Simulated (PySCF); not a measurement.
C₈H₁₅B.
SMILES with atom numbers: `[BH:1]1[CH2:2][CH2:3][CH2:4][C@@H:5]([CH:6]2[CH2:7][CH2:8]2)[CH2:9]1`

Cartesian coordinates in Å at the PBE0-D3(BJ)/def2-SVP level; atoms count from 1:
```
atom  x, y, z in Å
B1     2.5319    1.3962   -0.1103
C2     3.3013    0.0912    0.2771
C3     2.4392   -1.1679    0.3769
C4     1.0739   -0.8915    0.9980
C5     0.2534    0.1236    0.1996
C6    -1.1400    0.2819    0.7626
C7    -2.2213   -0.6958    0.4134
C8    -2.2723    0.7064   -0.1233
C9     0.9831    1.4671    0.0923
H10    3.1476    2.3908   -0.4399
H11    3.6944    0.3614    1.2842
H12    4.2129   -0.0637   -0.3238
H13    2.9582   -1.9580    0.9449
H14    2.2854   -1.5815   -0.6360
H15    0.5008   -1.8290    1.0861
H16    1.2026   -0.5158    2.0314
H17    0.1441   -0.2821   -0.8253
H18   -1.1597    0.6751    1.7871
H19   -2.9389   -0.9851    1.1855
H20   -1.9689   -1.4995   -0.2853
H21   -2.0537    0.8529   -1.1856
H22   -3.0253    1.3911    0.2755
H23    0.4827    2.1520   -0.6127
H24    0.9102    1.9989    1.0695
```

NICS = −σ at a ghost point: NICS(0) at the centroid of the ring atoms, NICS(1) 1 Å to either side along the normal of their mean plane, zz for the tensor component along that normal. Level: GIAO PBE0/pcSseg-1 (PySCF, non-relativistic, gas phase) on the PBE0-D3(BJ)/def2-SVP geometry, one conformer.

Ring bond lengths (Å), with Mayer bond orders in brackets: B1–C2 1.564 (1.01), C2–C3 1.529 (1.04), C3–C4 1.525 (1.04), C4–C5 1.530 (1.00), C5–C9 1.533 (1.01), C9–B1 1.564 (1.01); C6–C7 1.499 (0.96), C7–C8 1.502 (0.98), C8–C6 1.499 (0.96).

Give the NICS values of each ring in ppm.

| ring | type | NICS(0) | NICS(1), two faces | NICS(1)zz, two faces | rms pucker (Å) | centre to ring atoms, mean (Å) |
| --- | --- | --- | --- | --- | --- | --- |
| B1–C2–C3–C4–C5–C9 | 6-membered ring with B; formal bonds all single | 1.7 | -1.8 / -0.6 | 3.5 / 3.7 | 0.20 | 1.51 |
| C6–C7–C8 | 3-membered carbocycle; formal bonds all single | -42.7 | -8.6 / -8.7 | -20.1 / -23.6 | 0.00 | 0.87 |

What can be read from them?

- B1–C2–C3–C4–C5–C9: mean NICS(1)zz 3.6 ppm, deshielded. C2, C3, C4, C5, C9 have four or more neighbours, so the value isn't read as a sign of a π ring current.
- C6–C7–C8: mean NICS(1)zz -21.8 ppm, shielded. C6, C7, C8 have four or more neighbours, so the value isn't read as a sign of a π ring current. The two faces differ by 3.5 ppm, so no symmetry operation interchanges them. NICS(0) lies 34 ppm below the mean NICS(1).

At the second NICS(1) probe listed for ring B1–C2–C3–C4–C5–C9, 1 Å off the ring, how large is the induced field along the normal in 14.1 T applied along it?

NICSzz × B0 = 3.7 ppm × 14.1 T = 52 μT, along the applied field.

Give the inner angles of the rings and the Hirshfeld charges of the ring atoms.

- B1–C2–C3–C4–C5–C9: B1 119.5° (+0.171 e), C2 115.2° (-0.140 e), C3 112.5° (-0.067 e), C4 112.8° (-0.069 e), C5 111.3° (-0.019 e), C9 116.2° (-0.141 e); sum 687.5° against 720° for a flat convex ring.
- C6–C7–C8: C6 60.1° (-0.040 e), C7 59.9° (-0.093 e), C8 59.9° (-0.092 e); sum 180.0° against 180° for a flat convex ring.

How do the values depend on the level or the medium?

```tsv
level	NICS(0), B1–C2–C3–C4–C5–C9	mean NICS(1)zz, B1–C2–C3–C4–C5–C9	NICS(0), C6–C7–C8	mean NICS(1)zz, C6–C7–C8
PBE0/pcSseg-1, gas	1.7	3.6	-42.7	-21.8
mPW1PW91/pcSseg-1, gas	1.6	3.6	-42.6	-21.8
```

The geometry is the same throughout.

Hardware: one thread of an Arm Neoverse V2, shared host with 96 logical CPUs at a one-minute load of 140. Cost: 46 s of wall time (with the writing of density and orbital grids), 1.1 GiB resident at most. This is the whole shielding run at PBE0/pcSseg-1, SCF included.
